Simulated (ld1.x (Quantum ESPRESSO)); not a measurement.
# tungsten, TM: configuration errors across variants

- Element: W
- Generator: ld1.x (Quantum ESPRESSO) 7.5
- Type: norm-conserving Troullier–Martins (Kleinman–Bylander form)
- Functional: PBE
- Relativity: fully relativistic
- Frozen core: [Xe] 4f14
- Valence charge: 6
- Reference configuration: 5d4 6s1 6p0 (charge +1)
- Partial waves: 6s (bound): rc 2.05 bohr; 6p (bound, empty): rc 2.65 bohr; 5d (bound): rc 2.35 bohr
- Local potential: all-electron potential smoothed inside 1.65 bohr (lloc = -1)
- Core correction: Bessel-smoothed model core inside 1.20 bohr

Open shells are filled in proportion to 2j + 1 (rel_dist='average').

All-electron excitation energies from the reference (eV): (1) 5d4 6s2 6p0 -8.888; (2) 5d4 6s0 6p0 15.682; (3) 5d3 6s0 6p0 41.053; (4) 5d4 6s1.5 6p0 -5.253; (5) 5d5 6s0 6p0 0.807; (6) 5d4 6s1 6p1 -4.432; (7) 5d4 6s0 6p1 5.400.

A true bound ghost makes a file unfit for plane-wave use even where its test errors are small: the radial tests pick states by their node count and pass the ghost by.

Errors AE − PS in meV (a dash: test not solved or not reliable):

| change | (1) | (2) | (3) | (4) | (5) | (6) | (7) | bound ghosts |
| --- | --- | --- | --- | --- | --- | --- | --- | --- |
| base | -4.1 | -9.3 | -136 | -1.2 | -46 | -3.6 | -4.2 | s, p3/2, p1/2 |
| wave 6s (bound): rc 2.05 bohr becomes 6s (bound): rc 1.90 bohr | -4.0 | -9.3 | -151 | -1.2 | -38 | -3.9 | -6.8 | s, p3/2, p1/2 |
| local potential all-electron potential smoothed inside 2.88 bohr (lloc = -1) | -2.7 | -11 | -166 | -0.8 | -53 | -2.2 | -3.6 | none |
| wave 6p (bound): rc 2.65 bohr becomes 6p (bound): rc 3.78 bohr | -4.1 | -9.3 | -136 | -1.2 | -46 | -4.6 | -4.9 | s, p3/2, p1/2 |
| wave 5d (bound): rc 2.35 bohr becomes 5d (bound): rc 2.26 bohr | -4.2 | -9.3 | -136 | -1.2 | -46 | -3.6 | -4.1 | s, p3/2, p1/2 |
| type RRKJ; local potential the s channel | -3.1 | -11 | -179 | -1.0 | -51 | -3.1 | -5.2 | none |

Q: Give the same row for: core correction none.

A: +18, +55, +104, +5.8, -0.3, +6.0, +8.7; bound ghosts: s, p3/2, p1/2.
